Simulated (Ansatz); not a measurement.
Species, as SMILES: [Ge]([F])[F] (closed-shell singlet).
Geometry (B3LYP-D3(BJ)/def2-TZVP, fixed):
```xyz
3

Ge     0.0109    -0.0062     0.4176
F      0.6316     1.1604    -0.7423
F     -0.6702    -1.1385    -0.7424
```

Basis-set convergence of the dipole moment at MP2 with Ansatz (a quantum-chemistry and plane-wave program). Dipoles come from the density behind the forces; the sign is taken along the dipole that this method gives in the largest set. The reference of a correlated method is not its basis-set limit, which lies further on. All functions are spherical. Cores are frozen (with 3d on Ga to Br). No added dispersion term, no relativity. Reference: the value in aug-cc-pVQZ, 2.560 D, itself unsure by roughly 0.002 D (its distance from def2-QZVPPD). Deviations are taken from unrounded values.

```tsv
basis	functions	dipole moment (D)
cc-pVDZ	55	2.408
aug-cc-pVDZ	82	2.627
pcseg-1	55	2.589
aug-pcseg-1	82	2.540
def2-SVP	60	2.370
def2-SVPD	84	2.629
cc-pVTZ	103	2.414
aug-cc-pVTZ	151	2.553
pcseg-2	103	2.634
aug-pcseg-2	151	2.556
def2-TZVPP	110	2.512
def2-TZVPPD	134	2.555
cc-pVQZ	178	2.506
aug-cc-pVQZ	253	2.560
def2-QZVPP	203	2.558
def2-QZVPPD	227	2.562
```

What the diffuse functions change, pair by pair:
- cc-pVDZ to aug-cc-pVDZ: 27 more functions, deviation -0.153 to 0.067 D
- pcseg-1 to aug-pcseg-1: 27 more functions, deviation 0.029 to -0.020 D
- def2-SVP to def2-SVPD: 24 more functions, deviation -0.190 to 0.068 D
- cc-pVTZ to aug-cc-pVTZ: 48 more functions, deviation -0.146 to -0.007 D
- pcseg-2 to aug-pcseg-2: 48 more functions, deviation 0.074 to -0.004 D
- def2-TZVPP to def2-TZVPPD: 24 more functions, deviation -0.048 to -0.005 D
- cc-pVQZ to aug-cc-pVQZ: 75 more functions, deviation -0.054 to 0.000 D
- def2-QZVPP to def2-QZVPPD: 24 more functions, deviation -0.002 to 0.002 D

Leaving out the reference's own pair, they bring the value nearer the reference by more than 0.002 D in 6 of 7 pairs.
